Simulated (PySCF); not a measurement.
The third ionisation energy along the 4p block

All values are computed (PySCF 2.14, energy differences of UHF-based or UKS calculations, no spin-orbit coupling). Values in eV. The last column holds reference values (NIST; (s) semi-empirical, (t) theoretical, else measured). Unmarked ones compare directly (S terms, centres of terms, or small fine structure); those marked * lie between the lowest fine-structure levels and include a spin-orbit shift.

| element | configurations | UHF | MP2 (valence) | SCS-MP2 (valence) | CCSD (valence) | CCSD(T) (valence) | reference |
| --- | --- | --- | --- | --- | --- | --- | --- |
| As (jorge-DZP-DKH, spin-free X2C) | [Ar] 3d10 4s2 4p1 → [Ar] 3d10 4s2 | 27.255 | 27.227 | 27.195 | 27.174 | 27.178 | 28.349 ± 0.012 * |
| Se (jorge-DZP-DKH, spin-free X2C) | [Ar] 3d10 4s2 4p2 → [Ar] 3d10 4s2 4p1 | 30.850 | 30.835 | 30.785 | 30.763 | 30.765 | 31.697 ± 0.019 * |
| Br (jorge-DZP-DKH, spin-free X2C) | [Ar] 3d10 4s2 4p3 → [Ar] 3d10 4s2 4p2 | 34.594 | 34.579 | 34.512 | 34.485 | 34.485 | 34.871 ± 0.019 * |
| Kr (jorge-DZP-DKH, spin-free X2C) | [Ar] 3d10 4s2 4p4 → [Ar] 3d10 4s2 4p3 | 34.148 | 34.300 | 34.306 | 34.307 | 34.311 | 35.838 ± 0.02 * |

"Valence" correlates the outer s and p shells and, in groups 3 to 12 and the f block, the outer d or f shell, open or full, or the next shell where the ion has no valence electron left; the wider scheme adds the next inner shell.
